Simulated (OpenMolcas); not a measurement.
# Rh2+: moving or changing the point charges

Rh2+ among 6 point charges of -1 e arranged as an octahedron (Oh), 2.14 Å from the ion.

```json
{"Program": "OpenMolcas 26.06", "Method": "CASSCF", "Basis": "ANO-RCC-VDZP [6s5p3d1f]", "Scalar Hamiltonian": "DKH2, point nucleus", "Active space": "7 electrons in 5 orbitals (4d)", "State averaging": "2S+1 = 4 even, 10 roots; 2S+1 = 2 even, 40 roots", "Spin-orbit coupling": "RASSI with atomic mean-field integrals over the reference wave functions"}
```

Runs around this geometry, states (labels of O, the rotations of Oh). Energies in cm-1 above the lowest state or level, χT in cm3 K/mol; under a threefold ground state the first gap can be a small split of the lowest multiplet, not the spin-orbit step; 10Dq and B are least-squares fits to the states below 45000 cm-1, weighted by degeneracy, with a free offset, and given where the rms deviation is under 5 % of |10Dq| (or 100 cm-1) and under 700 cm-1.

```csv
R (Å),q (e),Ground state,First state of that spin,10Dq,B (rms of fit),First gap with spin-orbit (degeneracies),χT at 300 K,First state of another spin
2.14,-0.65,4T1,4T2 2474,2816,887 (70),"534.1 (2, 4)",4.185,2E 13710
2.04,-1,4T1,4T2 4780,5295,884 (138),"686.9 (2, 4)",3.667,2E 11793
2.14,-1,4T1,4T2 3865,4306,886 (108),"647.7 (2, 4)",3.820,2E 12609
2.23,-1,4T1,4T2 3211,3603,887 (81),"604.6 (2, 4)",3.966,2E 13166
```

Taking |10Dq| as R^-n, n = -ln(3603 / 5295) / ln(2.23 / 2.04) = 4.3 between the shortest and longest distance. The point-charge formula for a cubic d site gives n = 5.

Scaling the charges by -0.65 / -1 = 0.65 scales |10Dq| by 2816 / 4306 = 0.65; with fixed orbitals a first-order splitting would follow the charge.

An orbital triplet at a regular site is open to Jahn-Teller coupling, which can distort the site and quench the lowest spin-orbit gaps and is left out. Without dynamic correlation the repulsion within the d shell is too large (B by tens of per cent), so at a given field states of lower spin stand too high. Point charges give a weaker field than real ligands, and real ions of this kind are as a rule low spin; the high spin found here belongs to the model. This is an electrostatic model: the charges have no orbitals. No measured value stands beside these numbers.
